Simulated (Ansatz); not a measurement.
`C#C[SiH](F)Cl` + GeH₄ → `F[SiH](Cl)[GeH3]` + `C#C` at 600 K and 1 bar (formal exchange of groups at the Si–C bond).

Gas-phase electronic energies from Ansatz, PBE0-D4/def2-TZVP geometries. CBS: MP2 limit from def2 TZ/QZ plus the TZ coupled-cluster correction, frozen cores. This one scheme is used for every species. For Ge outer-core shells are correlated without core-valence functions, which leaves a few kJ/mol of doubt a bond. Scalar relativity is left out up to krypton.

| species | CCSD(T)/CBS energy (Eh) | H − E (kJ/mol) | S (J/(mol·K)) |
| --- | --- | --- | --- |
| `C#C[SiH](F)Cl` | -926.02177 | 137.7 | 405.2 |
| GeH₄ | -2078.49493 | 105.8 | 256.4 |
| `F[SiH](Cl)[GeH3]` | -2927.27769 | 154.4 | 441.0 |
| `C#C` | -77.22717 | 96.2 | 235.4 |

H − E and S are ideal-gas, rigid-rotor, harmonic terms from PBE0-D4/def2-TZVP, for one conformer and one mirror image of each species. 1 Eh = 2625.50 kJ/mol, R = 8.31446 J/(mol·K).

Problem. By hand: ΔE, ΔH, ΔS and ΔG.

Solution. ΔE = (-2927.27769) + (-77.22717) − (-926.02177) − (-2078.49493) = 0.01184 Eh = 31.1 kJ/mol. Δ(H − E) = 154.4 + 96.2 − 137.7 − 105.8 = 7.1, so ΔH = 38.2 kJ/mol. ΔS = 441.0 + 235.4 − 405.2 − 256.4 = 14.8 J/(mol·K). ΔG = 38.2 − 600 × (14.8)/1000 = 29.3 kJ/mol.

Problem. By hand: the equilibrium constant, and the temperature at which ΔG would vanish if ΔH and ΔS stayed fixed.

Solution. log₁₀ K = −ΔG/(RT ln 10) = -2.6. ΔG = 0 at ΔH/ΔS = 2581 K, far beyond where these terms or the molecules hold.

The number of gas molecules stays the same, so ΔS is small and ΔH decides. A doubt of 5 kJ/mol in ΔE shifts log₁₀ K by 0.4 here. Other conformers and mirror images would add mixing entropy, several J/(mol·K) or more a flexible species. These are equilibria of isolated gas molecules and say nothing of rates. Largest T1 diagnostic: 0.013 (customary marks: 0.02 for closed shells, 0.045 for open ones).
